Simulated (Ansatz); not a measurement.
Total energies of Sr2S2 from Ansatz at PBE-D4/def2-TZVP, gas phase (1 Eh = 27.2114 eV = 2625.5 kJ/mol). The reference geometry is relaxed at B3LYP-D4/def2-TZVP.

Cartesian coordinates in Å:
```
Sr -1.260 -0.584 -1.170
Sr 1.259 0.587 1.169
S -1.322 -0.077 1.462
S 1.323 0.074 -1.461
```

| state | geometry | energy (Eh) |
| --- | --- | --- |
| charge 0 singlet | reference | -857.68540 |
| charge 1 doublet | reference | -857.44492 |
| charge 1 doublet | relaxed at B3LYP-D4/def2-TZVP | -857.46073 |
| charge 0 triplet | relaxed at B3LYP-D4/def2-TZVP | -857.61723 |
| charge 0 quintet | relaxed at B3LYP-D4/def2-TZVP | -857.50826 |
| free Sr atom (singlet) | – | -30.68408 |
| free S atom (triplet) | – | -397.93833 |

In the def2 sets Sr takes a core potential; there is no spin–orbit coupling.

(1) Work out the vertical ionisation energy to the doublet.

(2) How much does the charge 1 doublet relax, and what is the adiabatic ionisation energy?

(3) Which of the charge 0 states is lowest, and how far above it are the others?

(4) What is the binding energy per atom against free atoms?

(1) E(charge 1 doublet) − E(charge 0 singlet) = -857.44492 − (-857.68540) = 0.24048 Eh = 6.54 eV. For comparison, −ε of the highest occupied level is 4.14 eV at this level, 2.40 eV less.

(2) Relaxation: -857.44492 − (-857.46073) = 0.01581 Eh = 0.43 eV. Adiabatic ionisation energy: 0.22467 Eh = 6.11 eV, without zero-point energy. 

(3) The singlet. triplet: -857.61723 − (-857.68540) = 0.06817 Eh = 179.0 kJ/mol; quintet: -857.50826 − (-857.68540) = 0.17714 Eh = 465.1 kJ/mol.

(4) Atoms: 2 × (-30.68408) + 2 × (-397.93833) = -857.24482 Eh. Binding: -857.24482 − (-857.68540) = 0.44058 Eh = 11.99 eV, or 3.00 eV for each of 4 atoms (no zero-point energy, no counterpoise term).

The structure comes from a short search, and lower isomers may exist.
